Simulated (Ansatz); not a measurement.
Basis sets compared for Mg3Cl4⁺. Total charge 1; doublet. Geometry PBE0-D4/def2-SVP. Ansatz on 4 threads of Arm Neoverse V1 on a shared host; times are rough, and most runs start from earlier orbitals.

```xyz
7

Mg   -1.332    1.384    1.678
Mg   -0.847   -1.577   -1.093
Mg    1.155    0.265   -0.166
Cl    1.093    1.978    1.361
Cl   -0.323   -1.350    1.205
Cl   -1.164    0.768   -1.194
Cl    1.418   -1.468   -1.791
```

Another isomer (doublet) lies 0.24 eV lower at PBE0-D4/def2-TZVP; other spin states weren't run for this one.

```
           level  functions  energy (Eh)  HOMO (eV)  LUMO (eV)  wall time
 PBE-D4/def2-SVP        126   -2439.2605      -8.33      -7.73      4.5 s
PBE0-D4/def2-SVP        126   -2439.4750      -8.92      -7.09      7.5 s
```

(1) Estimate the rows for PBE-D4/def2-TZVP (with forces), PBE0-D4/def2-TZVP.

Results:

(1) 
```
                         level  functions  energy (Eh)  HOMO (eV)  LUMO (eV)  wall time
PBE-D4/def2-TZVP (with forces)        244   -2440.0971      -8.28      -7.62        9 s
             PBE0-D4/def2-TZVP        244   -2440.3052      -8.90      -6.94       23 s
```
